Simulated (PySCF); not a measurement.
H2FGa (SMILES [F][GaH2]), singlet, geometry from GFN2-xTB (such geometries of metal compounds can be far from the true shape), atoms displaced at random by about 0.08 Å a coordinate; PySCF with B3LYP/6-31G, gradient.

The PySCF input:
```python
from pyscf import gto, scf, dft

mol = gto.M(
    atom='''
Ga   -0.22524467   -0.28659560    0.04156073
H     0.64322439   -1.06555756    1.21974499
H    -1.47113648   -0.74461069   -0.53001260
F     0.68151207    1.22371708   -0.29081982
''',
    basis='6-31g',
    verbose=4,
)

mf = dft.RKS(mol)
mf.xc = 'b3lyp'
mf.conv_tol = 1e-11
mf.kernel()
g = mf.nuc_grad_method()
grad = g.kernel()
```

**Question.** Predict the main parts of the log of this PySCF run.

**Answer.** 
```
PySCF version 2.14.0

[INPUT] verbose = 4
[INPUT] num. atoms = 4
[INPUT] num. electrons = 42
[INPUT] charge = 0
[INPUT] spin (= nelec alpha-beta = 2S) = 0
[INPUT] symmetry False subgroup None
[INPUT] Mole.unit = angstrom
[INPUT] Symbol           X                Y                Z      unit          X                Y                Z       unit  Magmom
[INPUT]  1 Ga    -0.225244670000  -0.286595600000   0.041560730000 AA   -0.425650737318  -0.541587192505   0.078538397237 Bohr   0.0
[INPUT]  2 H      0.643224390000  -1.065557560000   1.219744990000 AA    1.215517933740  -2.013611958360   2.304983972910 Bohr   0.0
[INPUT]  3 H     -1.471136480000  -0.744610690000  -0.530012600000 AA   -2.780045039057  -1.407110273523  -1.001578656569 Bohr   0.0
[INPUT]  4 F      0.681512070000   1.223717080000  -0.290819820000 AA    1.287871162885   2.312490135152  -0.549569811395 Bohr   0.0

nuclear repulsion = 107.156657344516
number of shells = 20
number of NR pGTOs = 120
number of NR cGTOs = 40
basis = 6-31g
ecp = {}

******** <class 'pyscf.dft.rks.RKS'> ********
method = RKS
initial guess = minao
damping factor = 0
level_shift factor = 0
DIIS = <class 'pyscf.scf.diis.CDIIS'>
diis_start_cycle = 1
diis_space = 8
diis_damp = 0
SCF conv_tol = 1e-11
SCF conv_tol_grad = None
SCF max_cycles = 50
direct_scf = True
direct_scf_tol = 1e-13
XC library pyscf.dft.libxc version 7.1.2
    S. Lehtola, C. Steigemann, M. J. T. Oliveira, and M. A. L. Marques,  SoftwareX 7, 1–5 (2018)
XC functionals = b3lyp
    P. J. Stephens, F. J. Devlin, C. F. Chabalowski, and M. J. Frisch,  J. Phys. Chem. 98, 11623 (1994)
radial grids:
    Treutler-Ahlrichs [JCP 102, 346 (1995); DOI:10.1063/1.469408] (M4) radial grids

becke partition: Becke, JCP 88, 2547 (1988); DOI:10.1063/1.454033
pruning grids: <function nwchem_prune>
grids dens level: 3
symmetrized grids: False
atomic radii adjust function: <function treutler_atomic_radii_adjust>
small_rho_cutoff = 0
Set gradient conv threshold to 3.16228e-06
Initial guess from minao.
tot grids = 54784
init E= -2024.99211842163
  HOMO = -0.320622074552286  LUMO = -0.0815580568122747  gap/eV = 6.50526
cycle= 1 E= -2025.50216189973  delta_E= -0.51  |g|= 0.691  |ddm|= 1.76
  HOMO = -0.14600664183569  LUMO = -0.04782947007436  gap/eV = 2.67154
cycle= 2 E= -2024.74286912216  delta_E= 0.759  |g|= 2.12  |ddm|= 2.14
  HOMO = -0.303223283355819  LUMO = -0.0753390994168961  gap/eV = 6.20104
cycle= 3 E= -2025.59366306085  delta_E= -0.851  |g|= 0.0422  |ddm|= 1.64
  HOMO = -0.307272282731564  LUMO = -0.0712325845424164  gap/eV = 6.42297
cycle= 4 E= -2025.59431169037  delta_E= -0.000649  |g|= 0.0359  |ddm|= 0.122
  HOMO = -0.306912772180795  LUMO = -0.0719658840300736  gap/eV = 6.39323
cycle= 5 E= -2025.59453540054  delta_E= -0.000224  |g|= 0.0113  |ddm|= 0.0262
  HOMO = -0.306601151636222  LUMO = -0.071731910998782  gap/eV = 6.39112
cycle= 6 E= -2025.59455681991  delta_E= -2.14e-05  |g|= 0.0021  |ddm|= 0.00832
  HOMO = -0.306788556912004  LUMO = -0.0715856553643186  gap/eV = 6.40020
cycle= 7 E= -2025.59455780274  delta_E= -9.83e-07  |g|= 0.000168  |ddm|= 0.00256
  HOMO = -0.306789360950945  LUMO = -0.0716152960766059  gap/eV = 6.39941
cycle= 8 E= -2025.59455781506  delta_E= -1.23e-08  |g|= 3.59e-05  |ddm|= 0.000365
  HOMO = -0.30679285195617  LUMO = -0.0716164175838738  gap/eV = 6.39948
cycle= 9 E= -2025.59455781567  delta_E= -6.02e-10  |g|= 9.73e-06  |ddm|= 7.55e-05
  HOMO = -0.306790894311356  LUMO = -0.071615254916086  gap/eV = 6.39946
cycle= 10 E= -2025.5945578157  delta_E= -2.96e-11  |g|= 7.65e-07  |ddm|= 1.2e-05
  HOMO = -0.306791093316187  LUMO = -0.0716154356543868  gap/eV = 6.39946
cycle= 11 E= -2025.59455781568  delta_E= 1.27e-11  |g|= 2.26e-08  |ddm|= 1.67e-06
  HOMO = -0.306791089986297  LUMO = -0.0716154339410862  gap/eV = 6.39946
cycle= 12 E= -2025.59455781568  delta_E= -1.82e-12  |g|= 1.96e-09  |ddm|= 5.5e-08
  HOMO = -0.306791090265138  LUMO = -0.0716154340085238  gap/eV = 6.39946
Extra cycle  E= -2025.59455781569  delta_E= -3.64e-12  |g|= 1.67e-09  |ddm|= 4.95e-09
converged SCF energy = -2025.59455781569

******** <class 'pyscf.grad.rks.Gradients'> for <class 'pyscf.dft.rks.RKS'> ********
unit = Eh/Bohr
grid_response = False
--------------- RKS gradients ---------------
         x                y                z
0 Ga    -0.0556475551    -0.0039866210    -0.0398141371
1 H     0.0112447617    -0.0064722021     0.0136596705
2 H     0.0334005141     0.0052493621     0.0209412316
3 F     0.0111599209     0.0051181093     0.0052748999
----------------------------------------------
```
